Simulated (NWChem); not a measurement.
Species: AgN$_{2}$H$_{6}$ cation; SMILES [NH3]->[Ag+]<-[NH3]

All runs: NWChem. Geometry: optimised at PBE0/def2-SVP. Not confirmed as a minimum by frequencies. def2 effective core potentials on Ag; no spin-orbit coupling.

For level PBE/def2-SVP:

| Quantity | Value |
|---|---|
| highest occupied level (eV) | -10.94 |
| orbital gap (eV) | 5.08 |

Problem. What are these values for level Hartree-Fock/def2-SVP?

Solution. The highest occupied level (eV) is -15.84 and the orbital gap (eV) is 13.54.
